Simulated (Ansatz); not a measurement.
Molecule: C4H12Ti (charge 0, singlet). SMILES: [CH3][Ti]([CH3])([CH3])[CH3]
Coordinates optimised at B3LYP-D3(BJ)/def2-TZVP (Ansatz, a first-principles code):
```
Ti
C 1 2.0761
H 2 1.0948 1 110.10
H 2 1.0948 3 108.84 1 120.75
H 2 1.0948 3 108.84 4 118.48
C 1 2.0761 2 109.51 3 -34.51
H 6 1.0948 1 110.10 2 -34.51
H 6 1.0948 7 108.84 1 120.75
H 6 1.0948 7 108.84 8 118.48
C 1 2.0761 2 109.47 3 85.51
H 10 1.0948 1 110.10 2 -155.17
H 10 1.0948 11 108.84 1 -120.77
H 10 1.0948 11 108.84 12 -118.49
C 1 2.0761 2 109.47 3 -154.53
H 14 1.0948 1 110.10 2 -35.13
H 14 1.0948 15 108.84 1 -120.77
H 14 1.0948 15 108.84 16 -118.49
```

Quantity: atomisation energy (electronic, to ground-state atoms), in kJ/mol. Correlated levels leave the core frozen unless marked. UHF or UKS for open shells. Spin-orbit coupling is left out. The frozen core is the preceding noble-gas configuration, with the filled d and f shells of earlier blocks. No relativistic terms. The coupled-cluster limit lacks core correlation, which all-electron functionals hold. Basis-set limits of correlation are two-point, X^-3; Hartree-Fock from the larger set.

| level | program | atomisation energy (kJ/mol) |
|---|---|---|
| HF/6-31G* | Ansatz | 4451.8 |
| r2SCAN-D3(BJ)/def2-TZVPD | Ansatz + dftd3 | 6261.5 |
| PBE0/STO-3G | Ansatz | 8055.2 |
| r2SCANh/def2-TZVPD | Ansatz | 6199.7 |

**Question.** Predict the CCSD(T)/CBS(def2-TZVPPD,def2-QZVPPD) result (Ansatz).

**Answer.** 6118.6 kJ/mol
